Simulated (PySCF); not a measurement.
Structure with atom numbers: `[BH2:1][C@:2]12[CH:3]=[CH:4][C@H:5]([CH:6]=[CH:7]1)[CH:8]=[CH:9]2`; H(Xn) means a hydrogen on atom n.

Geometry: PBE0-D3(BJ)/def2-SVP; GIAO shifts from PySCF, gas phase, non-relativistic, averaged over equivalent atoms.

At HF/pcSseg-1 (198 basis functions, 24 s wall time on 1 thread of an Arm Neoverse N1, shared host):
```json
{"atoms": "B1", "δ (ppm)": "81.6"}
{"atoms": "C4/C6/C8", "δ (ppm)": "158.4"}
{"atoms": "C3/C7/C9", "δ (ppm)": "156.0"}
{"atoms": "C2", "δ (ppm)": "46.1"}
{"atoms": "C5", "δ (ppm)": "43.2"}
{"atoms": "H(C4)/H(C6)/H(C8)", "δ (ppm)": "7.38"}
{"atoms": "H(B1)", "δ (ppm)": "7.32"}
{"atoms": "H(C3)/H(C7)/H(C9)", "δ (ppm)": "7.12"}
{"atoms": "H(C5)", "δ (ppm)": "3.82"}
```

Scale: BF3·OEt2 for ¹¹B (σref 115.29); ¹³C (σref 190.85), ¹H (σref 31.69) vs TMS (reference shieldings calculated alike).

**Question.** Predict the values at PBE0/pcSseg-1 on the same geometry.

**Answer.** 
```tsv
atoms	δ at PBE0/pcSseg-1	change
B1	89.0	+7.4
C4/C6/C8	154.1	-4.3
C3/C7/C9	150.8	-5.2
C2	62.4	+16.3
C5	53.8	+10.6
H(C4)/H(C6)/H(C8)	7.24	-0.14
H(B1)	8.06	+0.74
H(C3)/H(C7)/H(C9)	6.99	-0.13
H(C5)	4.52	+0.70
```

Shifts are taken against calculated references (same method and geometry level): ¹¹B (σ = 100.73 ppm) vs BF3·OEt2; TMS for ¹³C (σ = 184.41 ppm), ¹H (σ = 31.27 ppm).

The largest change is at C2 (allylic fully substituted sp3 carbon bonded to B). Cost: 198 basis functions, 71 s wall time on 1 thread of an Arm Neoverse N1, shared host. The order of the carbon signals is the same at both levels.

A carbon bonded to boron is broadened by the quadrupolar boron nucleus and is often missing from a measured spectrum. The carbons averaged at δ 156.0 differ by 10 ppm in this conformer.
